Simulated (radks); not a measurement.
Problem. Valence configurations of the neon ion Ne3+ (all share [He]). Method: scalar-relativistic Kohn-Sham, PBE, spin-polarised, spherical densities, point nucleus; open shells are filled with parallel spins first; computed with a radial shooting solver on a logarithmic mesh with Libxc functionals. Order these by energy: 2p5; 2s1.5 2p3.5; 2s2 2p3; 2s0.5 2p4.5; 2s1 2p4.

Solution. From the lowest, in eV above it: 2s2 2p3 0.000; 2s1.5 2p3.5 11.470; 2s1 2p4 22.896; 2s0.5 2p4.5 38.025; 2p5 51.686. NIST lists [He] 2s2 2p3 as the ground configuration; this level of theory agrees among the configurations tried. The energies are those of spherical high-spin densities, not of single terms.
